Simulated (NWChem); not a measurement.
Species: GaH2OCl; SMILES [OH][GaH][Cl]

```xyz
5

Ga    -0.3650     0.4019     0.0000
H     -1.8671     0.7951     0.0000
Cl     0.2580    -1.6443     0.0000
O      1.0047     1.5296     0.0000
H      0.7583     2.4605     0.0000
```
Atoms are numbered in this order, from 1.

All runs: NWChem. Medium grid unless said otherwise, to which SCAN and Minnesota functionals are sensitive. Structure relaxed at the PBE0/def2-SVP level. Total energies of different functionals are on different scales.

| level | energy (Ha) | highest occupied level (eV) | orbital gap (eV) | dipole (D) |
|---|---|---|---|---|
| B3LYP/def2-TZVP | -2461.6758 | -8.56 | 7.14 | 2.99 |
| PBE/def2-TZVP | -2461.0472 | -7.41 | 5.50 | 2.86 |
| B97-2/def2-TZVP | -2462.1108 | -8.56 | 7.43 | 3.01 |
| PW6B95/def2-TZVP | -2462.9988 | -8.91 | 7.77 | 3.01 |
| TPSS/def2-TZVP | -2461.6288 | -7.53 | (withheld) | 2.89 |
| LDA (Slater exchange, PW92)/def2-TZVP | -2456.5444 | -7.56 | 5.36 | 2.97 |
| M06-2X/def2-TZVP | -2461.5628 | -10.20 | 9.57 | 3.11 |
| HCTH/407/def2-TZVP | -2462.6902 | -7.60 | 5.62 | 2.90 |
| LC-BLYP (range parameter 0.33 per bohr)/def2-TZVP | -2460.9681 | -11.14 | 11.66 | 3.12 |

What belongs in the gaps?


- TPSS/def2-TZVP, orbital gap (eV): 5.79
